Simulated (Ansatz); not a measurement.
C2H8AlNO (`C[O][Al]([CH3])[NH2]`). Charge 0, multiplicity 1.

Z-matrix (Å, degrees):
```
C
O 1 1.393
H 1 1.096 2 110.4
H 1 1.096 2 110.4 3 118.9
H 1 1.099 2 112.9 3 -120.5
Al 2 1.693 1 134.2 3 120.6
N 6 1.765 2 115.4 1 180.0
C 6 1.946 2 122.0 1 -0.0
H 7 1.007 6 124.6 2 0.0
H 7 1.006 6 124.9 2 180.0
H 8 1.093 6 112.0 2 -180.0
H 8 1.094 6 111.3 2 59.5
H 8 1.094 6 111.3 2 -59.5
```

Question: List the harmonic frequencies (cm⁻¹, unscaled) at PBE0-D4/def2-TZVP in Ansatz. (Best estimate.)

Answer: The calculation gave: 51, 83, 94, 95, 176, 229, 246, 351, 390, 567, 618, 662, 675, 779, 865, 1180, 1191, 1221, 1236, 1445, 1446, 1487, 1493, 1503, 1564, 2991, 3041, 3050, 3065, 3116, 3128, 3617, 3709.

Question: Is this a minimum?

Answer: Yes, all 33 modes are real.

Question: Give the ideal-gas thermochemistry at 298.15 K and 1 bar (rigid rotor, harmonic oscillator; point group Cs, symmetry number 1).

Answer: Zero-point energy 271.3 kJ/mol; H(298) − E = 297.5 kJ/mol; entropy 386.8 J/(mol·K), of which translation 164.8, rotation 112.6, vibration 109.4; G(298) − E = 182.2 kJ/mol. Modes under 100 cm⁻¹ are hindered rotations or soft bends, so the harmonic entropy is rough.

Question: Rotational constants (cm⁻¹)?

Answer: 0.1735, 0.09118, 0.06113.
